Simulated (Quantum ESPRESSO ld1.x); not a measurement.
Values are calculated unless marked as measured or tabulated.
Problem. Neutral potassium, 19 electrons, occupied as [Ar] 4s0.5 4p0.5 (fractional occupations, a model configuration). Level of theory: non-relativistic Kohn-Sham, LDA (Slater exchange, Perdew-Zunger correlation), spin-polarised, spherical densities, point nucleus; open shells are filled with parallel spins first (ld1.x of Quantum ESPRESSO 7.5). Some entries of the table are withheld. Estimate them.

orbital  occ.  eigenvalue (eV)  r(max) (bohr)
1s up       1         -3495.05        0.05365
1s down     1         -3495.03        0.05365
2s up       1         -350.047         0.3211
2s down     1         -350.035         0.3211
2p up       3         -280.518         0.2633
2p down     3         -280.506         0.2633
3s up       1         -35.5596          1.081
3s down     1         -35.5262          1.081
3p up       3         -19.5554          1.154
3p down     3         -19.5059          1.154
4s up     0.5              (1)          3.990
4s down     0              (2)          3.902
4p up     0.5          -1.2871            (3)
4p down     0          -0.7610            (4)

Solution. 
(1) 4s up eigenvalue (eV): -2.9355
(2) 4s down eigenvalue (eV): -2.3104
(3) 4p up r(max) (bohr): 5.544
(4) 4p down r(max) (bohr): 6.003
